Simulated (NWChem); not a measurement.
Species: SeF2; SMILES F[Se]F

```xyz
3

Se     0.0000     0.0000     0.3979
F     -1.3117     0.0000    -0.7515
F      1.3117     0.0000    -0.7515
```
Atoms are numbered in this order, from 1.

The geometry was optimised at PBE0/def2-SVP.

Symmetry labels are those of C2v in the frame above (b1 and b2, or b-type labels, depend on it). States above −ε(HOMO) = 7.4 eV lie in this functional's continuum and hang on the basis.

Task: List the 4 lowest vertical singlet excitations from PBE0/def2-SVPD, TDA (NWChem).

Result: 
| state | energy (eV) | oscillator strength | symmetry | leading excitation (squared amplitude) |
|---|---|---|---|---|
| S1 | 2.96 | 0.000 | a2 | HOMO → LUMO (1.00) |
| S2 | 3.94 | 0.004 | b2 | HOMO → LUMO+1 (0.99) |
| S3 | 6.68 | 0.125 | b2 | HOMO → LUMO+2 (1.00) |
| S4 | 7.74 | 0.029 | a1 | HOMO → LUMO+3 (0.99) |
